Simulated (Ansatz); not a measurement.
CH5Cl2GeN, SMILES `[CH3][Ge]([NH2])([Cl])[Cl]`. Total charge 0; spin multiplicity 1.

Z-matrix (Å, degrees):
```
C
Ge 1 1.935
H 1 1.091 2 109.4
H 1 1.091 2 109.4 3 120.2
H 1 1.090 2 109.3 3 -119.9
N 2 1.813 1 120.4 3 -60.0
Cl 2 2.148 1 107.9 3 60.7
Cl 2 2.147 1 108.0 3 179.3
H 6 1.009 2 115.9 1 66.1
H 6 1.009 2 115.9 1 -66.6
```

Q: What are the harmonic wavenumbers in cm⁻¹ at PBE0-D4/def2-TZVP (Ansatz, finite differences of forces, unscaled)? (Best estimate.)

A: Computed: 44, 130, 135, 171, 179, 212, 228, 401, 424, 432, 616, 727, 803, 813, 889, 1263, 1443, 1449, 1563, 3069, 3166, 3173, 3573, 3679.

Q: Is this a minimum?

A: Yes, all 24 modes are real.

Q: Give the ideal-gas thermochemistry at 298.15 K and 1 bar (rigid rotor, harmonic oscillator; point group Cs, symmetry number 1).

A: Zero-point energy 171.0 kJ/mol; H(298) − E = 196.2 kJ/mol; entropy 390.7 J/(mol·K), of which translation 173.2, rotation 118.8, vibration 98.6; G(298) − E = 79.7 kJ/mol. Modes under 100 cm⁻¹ are hindered rotations or soft bends, so the harmonic entropy is rough.

Q: And at 400, 500, 600, 800 and 1000 K?

A: 
| T (K) | H − E (kJ/mol) | S (J/mol/K) | G − E (kJ/mol) |
| --- | --- | --- | --- |
| 400 | 209.5 | 429.1 | 37.9 |
| 500 | 224.0 | 461.4 | -6.7 |
| 600 | 239.5 | 489.7 | -54.3 |
| 800 | 273.0 | 537.7 | -157.2 |
| 1000 | 308.9 | 577.7 | -268.8 |
